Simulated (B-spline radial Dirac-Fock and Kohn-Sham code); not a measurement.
# Ionisation of each subshell: As⁴⁺

System: arsenic as As⁴⁺, configuration [Ar] 3d10 4s1; nuclear rms radius 4.0968 fm (A = 75).

Model: Dirac-Fock ΔSCF + Breit + QED. Program: a radial B-spline solver. Correlation energy is missing from these numbers. Energies are counted from the vacuum level. Subshells whose hole state is unreliable or did not converge are left out.

All terms are in eV, carry their sign (relaxation lowers the binding energy) and add up to the binding energy; ⟨r⟩ is the mean radius of the orbital in the initial state.

| subshell | −ε (Koopmans) | relaxation | Breit | QED | binding energy | ⟨r⟩ (bohr) |
| --- | --- | --- | --- | --- | --- | --- |
| 1s | 12003.0 | -47.86 | -16.66 | -8.07 | 11930.4 | 0.045 |
| 2s | 1623.6 | -22.81 | -1.24 | -0.87 | 1598.7 | 0.202 |
| 2p1/2 | 1449.9 | -24.91 | -2.16 | 0.10 | 1422.9 | 0.175 |
| 2p3/2 | 1412.9 | -24.50 | -1.41 | 0.02 | 1387.0 | 0.178 |
| 3p1/2 | 215.3 | -4.78 | -0.24 | 0.02 | 210.3 | 0.608 |
| 3p3/2 | 210.0 | -4.61 | -0.13 | 0.00 | 205.2 | 0.618 |
| 3d3/2 | 107.0 | -4.52 | -0.02 | 0.01 | ? | 0.658 |
| 3d5/2 | 106.2 | -4.45 | 0.02 | 0.01 | 101.8 | 0.663 |
| 4s | 61.80 | -0.11 | -0.02 | -0.02 | 61.66 | 1.711 |

Question: Which binding energy belongs in the row of 3d3/2?

Answer: 102.5 eV, the sum of the terms in that row (to rounding).

For the deepest level, K (1s), the Breit terms make up -0.140 % of the binding energy, QED -0.068 % and orbital relaxation -0.401 %.

Spin-orbit splittings: 2p 35.88 eV, 3p 5.07 eV, 3d 0.69 eV.

Going to the tabulated ground configuration of the next ion removes an electron from N1 (4s), computed at 61.66 eV. NIST lists 62.77 ± 0.06 eV as the ionisation energy of this species (measured), +1.11 eV from the computed value. The gap is mostly the missing electron correlation.
